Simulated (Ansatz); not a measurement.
Species: Cl₃In, SMILES `[In]([Cl])([Cl])[Cl]` (charge 0, multiplicity 1), formula Cl$_{3}$In.

Task: How many basis functions does frozen-core CCSD(T)/def2-TZVPP // PBE-D3(BJ)/def2-TZVP (Ansatz, a first-principles code) use, how many core orbitals are frozen, and how many electrons are correlated?

Result: 176 basis functions and 19 frozen orbitals, which leaves 34 correlated electrons (filled d shells below the valence shell are correlated). Core time is of the order of minutes.
